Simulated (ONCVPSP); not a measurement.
# Potentials for Ga compared

Generated with ld1.x 7.5 (TM, RRKJ, ultrasoft, PAW), atompaw 4.2 or ONCVPSP 4.0.1. The cutoff is in Ry: for ld1.x and atompaw files where the sum of valence levels is converged to 10 mRy in a Bessel basis, for ONCV files where the hardest occupied wave has 1 mHa per electron of residual kinetic energy. The error is the largest all-electron minus pseudo excitation energy over each file’s own four to seven test configurations (ionisations up to +4, promotions, holes and added fractions of an electron), all of which were solved. The labels leave out finer settings (local radius, basis sizes, second energies), which also bear on the numbers. Spin-polarised tests are not counted. The rows are a selection from randomly drawn settings: files with unsolved tests, undetermined cutoffs or missed reference levels are left out.

A true bound ghost makes a file unfit for plane-wave use even where its test errors are small: the radial tests pick states by their node count and pass the ghost by.

```tsv
potential	cutoff (Ry)	largest error (meV)	bound ghosts
ONCV, PBE, scalar-relativistic, rc 1.15/1.10/0.90 (spd), local d, core correction yes, reference 3s2 3p6 3d10 4s2 4p0.5, qcut 8.9/14.5/21.2, projectors 2/2/0	290	-291	none
ONCV, PBE, fully relativistic, rc 1.80/1.70/1.15 (spd), local smoothed, core correction yes, reference 3d10 4s2, qcut 3.3/4.1/12.6, projectors 1/2/2	139	+92	s
ONCV, PBE, scalar-relativistic, rc 1.75/1.75 (sp), local p, core correction yes, reference 4s2 4p1, qcut 4.7/5, projectors 2/0	16	-174	none
ONCV, PBE, scalar-relativistic, rc 1.85/1.40/0.75 (spd), local d, core correction no, reference 3d10 4s2, qcut 4.2/6.8/18.5, projectors 3/2/0	317	-278	s, p
```

Question: Fill in the row for Ga: ONCV, LDA (Perdew-Wang 92), scalar-relativistic, rc 0.95/1.05/0.70 (spd), local d, core correction no, reference 3s2 3p6 3d10 4s2, qcut 14/14.2/13.1, projectors 2/2/0.

Answer: cutoff 1502 Ry, largest error -54 meV, bound ghosts: none.

Question: Fill in the row for Ga: ONCV, PBE, scalar-relativistic, rc 1.05/0.90/1.00 (spd), local smoothed, core correction yes, reference 3s2 3p6 3d10 4s1, qcut 14.1/15.4/18.3, projectors 2/2/3.

Answer: cutoff 231 Ry, largest error +25 meV, bound ghosts: none.

Question: Fill in the row for Ga: ONCV, PBE, scalar-relativistic, rc 1.65/2.55 (sp), local smoothed, core correction no, reference 4s2 4p1, qcut 3.5/3.3, projectors 2/2.

Answer: cutoff 16 Ry, largest error +45 meV, bound ghosts: none.
